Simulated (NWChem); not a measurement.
CH8N2Si2; SMILES N[Si@H]1CN[SiH2]1

```xyz
13

N      0.3154    -2.3522     0.4419
Si     0.0521    -0.8639    -0.4286
C     -1.4995     0.1667     0.0975
N     -0.8328     1.4756     0.1188
Si     0.9163     1.2842     0.0559
H      0.5483    -2.3231     1.4375
H      0.8292    -3.1047    -0.0216
H      0.0477    -1.2503    -1.8841
H     -2.3439     0.1106    -0.6295
H     -1.8979    -0.1712     1.0862
H     -1.3956     2.3049     0.3244
H      1.6732     1.5116     1.3538
H      1.5999     2.1737    -0.9600
```
Atoms are numbered in this order, from 1.

Geometry: optimised at PBE-D3(BJ)/def2-SVP.

Q: List the 4 lowest vertical singlet excitations from PBE/6-31+G* (spherical d), TDA (NWChem).

A: 
```csv
state,energy (eV),oscillator strength,leading excitation (squared amplitude)
S1,4.23,0.001,HOMO → LUMO (0.99)
S2,4.39,0.001,HOMO → LUMO+1 (0.97)
S3,4.69,0.005,HOMO−1 → LUMO (0.98)
S4,4.90,0.028,HOMO → LUMO+2 (0.58)
```
